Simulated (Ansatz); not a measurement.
Sn₂Te₃. The state is a singlet with charge 0. Geometry PBE0-D4/def2-SVP; atoms count from 1.

```xyz
5

Sn   -0.4464   -1.7912   -1.3770
Sn   -0.5065    1.6994    0.0287
Te    0.9454    0.3863   -2.1338
Te   -1.0766   -0.9140    1.3723
Te    1.0841    0.6195    2.1099
```

In the def2 sets Sn, Te take a core potential; there is no spin–orbit coupling. Another isomer (singlet) lies 0.42 eV lower at PBE0-D4/def2-TZVP; other spin states weren't run for this one.

(1) Estimate the Mulliken populations from the PBE0/def2-TZVP orbitals of Ansatz.

(2) And the Mayer bond orders between bonded heavy atoms (over 0.3)?

Results:

(1) 
| atom | charge (e) |
| --- | --- |
| Sn1 | 0.36 |
| Sn2 | 0.32 |
| Te3 | -0.34 |
| Te4 | -0.16 |
| Te5 | -0.19 |
Mulliken values and Mayer orders depend strongly on the basis.

(2) Sn1–Te3 1.42 (2.69 Å); Sn1–Te4 0.80 (2.95 Å); Sn2–Te3 0.84 (2.92 Å); Sn2–Te4 0.64 (2.99 Å); Sn2–Te5 0.92 (2.83 Å); Te4–Te5 1.07 (2.75 Å).
